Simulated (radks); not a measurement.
Problem. Species: Er. Configuration: [Xe] 4f12 6s2 (the NIST ground configuration). Method: scalar-relativistic Kohn-Sham, PBE, spin-polarised, spherical densities, point nucleus; open shells are filled with parallel spins first (spin-orbit coupling, left out, can overturn this in heavy ions); hard spherical wall at 3.5 bohr; computed with a radial shooting solver on a logarithmic mesh with Libxc functionals. Some entries of the table are withheld. Estimate them.

orbital,occ.,eigenvalue (hartree),<r> (bohr)
1s down,1,-2108.102,0.02037
1s up,1,-2108.102,0.02037
2s up,1,-353.7726,0.08646
2s down,1,-353.7719,0.08646
2p up,3,-312.8145,0.07672
2p down,3,-312.8140,0.07672
3s up,1,-78.93879,0.2253
3s down,1,-78.90817,0.2253
3p up,3,-66.48222,0.2245
3p down,3,-66.45163,0.2245
3d up,5,-50.89799,0.2038
3d down,5,-50.87468,0.2037
4s up,1,-15.24605,0.5081
4s down,1,-15.18119,0.5082
4p up,3,-11.15021,0.5391
4p down,3,-11.08635,0.5392
4d up,5,-5.66767,0.5839
4d down,5,-5.60489,0.5843
5s up,1,-1.52521,1.262
5s down,1,-1.49488,1.268
5p up,3,-0.60077,1.484
5p down,3,-0.57923,1.492
4f up,7,0.28551,0.8154
4f down,5,0.33988,0.8289
5d up,0,0.47205,(1)
5d down,0,0.48266,(2)
6s up,1,0.70270,(3)
6s down,1,0.71225,(4)
6p up,0,1.18657,2.158
6p down,0,1.19798,2.156
7s up,0,3.24561,2.087
7s down,0,3.25973,2.086

Solution. 
(1) 5d up <r> (bohr): 1.889
(2) 5d down <r> (bohr): 1.896
(3) 6s up <r> (bohr): 2.180
(4) 6s down <r> (bohr): 2.180
